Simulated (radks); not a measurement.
Te4+, 48 electrons, occupied as [Kr] 4d10 5s1.5 6s0.5 (fractional occupations, a model configuration). Calculated with a radial shooting solver on a logarithmic mesh with Libxc functionals: Dirac Kohn-Sham, BP86, spin-unpolarised, spherical densities, finite nucleus; Fermi nuclear charge, rms radius 4.7423 fm.

Spin-orbit splittings of the eigenvalues, e(l+1/2) - e(l-1/2), with zeta = 2 splitting/(2l+1) and mean radii in bohr:

shell  occ.  splitting (eV)  zeta (eV)  <r> j=l-1/2  <r> j=l+1/2
2p        6           274.6      183.1       0.1008       0.1064
3p        6           51.19      34.12       0.3122       0.3236
3d       10           10.70      4.281       0.2946       0.2982
4p        6           9.766      6.511       0.7998       0.8280
4d       10           1.500     0.6000       0.9509       0.9619
5p        0           1.450     0.9667        2.065        2.127
5d        0          0.1823    0.07293        2.794        2.815
